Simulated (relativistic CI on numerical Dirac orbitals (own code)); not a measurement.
Ni IV: calculation against measurement

Method of calculation: Dirac-Coulomb-Breit CI, separate exchange-only KLI orbitals for each configuration, model QED (radiative potential, 1s self-energy scaled to tabulated hydrogen-like ionisation energies), valence Slater integrals scaled by 0.85, P86 correlation energy added to each configuration (own radial code, finite nucleus).

Configuration list (outside the closed core [Ne] 3s2): 3p⁶3d⁷, 3p⁶3d⁶4s, 3p⁶3d⁶4p, 3p⁶3d⁶4d, 3p⁶3d⁶5s, 3p⁶3d⁵4s², 3p⁶3d⁶5p, 3p⁵3d⁸, 3p⁶3d⁶4f, 3p⁶3d⁶5d, 3p⁶3d⁵4s4p, 3p⁶3d⁶6s, 3p⁶3d⁶6p, 3p⁶3d⁶5f, 3p⁶3d⁶5g, 3p⁶3d⁶6d, 3p⁶3d⁵4p², 3p⁶3d⁵4s4d, 3p⁴3d⁹. Levels of other configurations are missing.

```csv
Configuration,Term (tabulated),J,Measured (cm⁻¹),Computed,Error,Purity (%)
3p⁶3d⁷,4F,9/2,0.0,0,0,99
3p⁶3d⁷,4F,7/2,1189.7,1148,-42,100
3p⁶3d⁷,4F,5/2,2042.5,1969,-74,100
3p⁶3d⁷,4F,3/2,2621.1,2524,-97,99
3p⁶3d⁷,4P,5/2,18118.6,17017,-1102,99
3p⁶3d⁷,4P,3/2,18366.8,17314,-1052,94
3p⁶3d⁷,4P,1/2,18958.4,17849,-1109,97
3p⁶3d⁷,2G,9/2,19829.6,19064,-766,97
3p⁶3d⁷,2G,7/2,20947.6,20132,-816,100
3p⁶3d⁷,2P,3/2,23648.9,23016,-633,76
3p⁶3d⁷,2P,1/2,24651.4,24244,-407,98
3p⁶3d⁷,2H,11/2,26649.1,26074,-575,100
3p⁶3d⁷,2D2,5/2,27096.5,24914,-2182,99
3p⁶3d⁷,2H,9/2,27677.6,27054,-623,98
3p⁶3d⁷,2D2,3/2,28777.7,26818,-1960,81
3p⁶3d⁷,2F,5/2,43437.5,41875,-1563,99
3p⁶3d⁷,2F,7/2,43858.6,42283,-1576,99
3p⁶3d⁷,2D1,3/2,67360.0,62554,-4806,99
3p⁶3d⁷,2D1,5/2,67989.8,63233,-4757,99
3p⁶3d⁶4s,6D,9/2,110410.6,111196,786,100
3p⁶3d⁶4s,6D,7/2,111195.8,111959,763,100
3p⁶3d⁶4s,6D,5/2,111763.3,112513,750,99
3p⁶3d⁶4s,6D,3/2,112151.9,112893,742,99
3p⁶3d⁶4s,6D,1/2,112379.3,113116,737,99
3p⁶3d⁶4s,4D,7/2,120909.5,121128,219,99
3p⁶3d⁶4s,4D,5/2,121807.7,122004,197,99
3p⁶3d⁶4s,4D,3/2,122386.1,122572,186,99
3p⁶3d⁶4s,4D,1/2,122717.4,122899,181,99
3p⁶3d⁶4s,4P,5/2,138446.2,140260,1814,99
3p⁶3d⁶4s,4H,13/2,139289.4,137887,-1402,99
3p⁶3d⁶4s,4H,11/2,139619.2,138224,-1395,98
3p⁶3d⁶4s,4H,9/2,139886.7,138508,-1379,97
3p⁶3d⁶4s,4H,7/2,140140.9,138747,-1394,97
3p⁶3d⁶4s,4P,3/2,140343.0,142097,1754,95
3p⁶3d⁶4s,4F,9/2,141220.3,141507,287,91
3p⁶3d⁶4s,4P,1/2,141561.2,143271,1710,98
3p⁶3d⁶4s,4F,7/2,141577.2,141875,298,92
3p⁶3d⁶4s,4F,5/2,141832.0,142165,333,95
3p⁶3d⁶4s,4F,3/2,142023.5,142390,366,99
3p⁶3d⁶4s,4G,11/2,144815.1,144714,-101,69
3p⁶3d⁶4s,2P,3/2,145192.1,146715,1523,95
3p⁶3d⁶4s,4G,9/2,145702.2,145084,-618,86
3p⁶3d⁶4s,2H †,11/2,145962.5,143578,-2385,69
3p⁶3d⁶4s,4G,7/2,146061.5,145326,-735,89
3p⁶3d⁶4s,4G,5/2,146153.8,145421,-732,92
3p⁶3d⁶4s,2H †,9/2,146194.3,144384,-1810,89
3p⁶3d⁶4s,2F,7/2,147635.9,147566,-70,88
3p⁶3d⁶4s,2F,5/2,148358.2,148326,-33,95
3p⁶3d⁶4s,2G,9/2,151574.7,150490,-1085,97
3p⁶3d⁶4s,2G,7/2,152343.7,151305,-1039,93
3p⁶3d⁶4s,4D,7/2,153533.6,153683,150,99
3p⁶3d⁶4s,2D,3/2,159498.5,159363,-136,99
3p⁶3d⁶4s,2D,5/2,159818.4,159570,-249,99
3p⁶3d⁶4p,6D°,7/2,175869.1,176363,494,96
3p⁶3d⁶4p,6D°,1/2,176749.0,177254,505,99
```

Measured levels from Corliss and Sugar, J. Phys. Chem. Ref. Data 10, 197 (1981); pairs were made by configuration, J and term (by order where the table uses no LS term), so strongly mixed levels may be paired wrongly. Some J values or terms of the table were assigned by a fit.

Mean error by configuration (cm⁻¹): 3p⁶3d⁷ -1341; 3p⁶3d⁶4s 76; 3p⁶3d⁶4p 499. Over the excited levels the mean absolute error is 929 cm⁻¹ (54 of the 54 excited levels that our extract of the source holds in range could be paired), and the median relative error of those above 1,000 cm⁻¹ is 0.85 %. † marks terms whose computed intervals miss the measured ones by more than a factor of 2.5, or configurations far off the rest, from wrong mixing, a near crossing or a doubtful label or measurement; they are left out of the means.
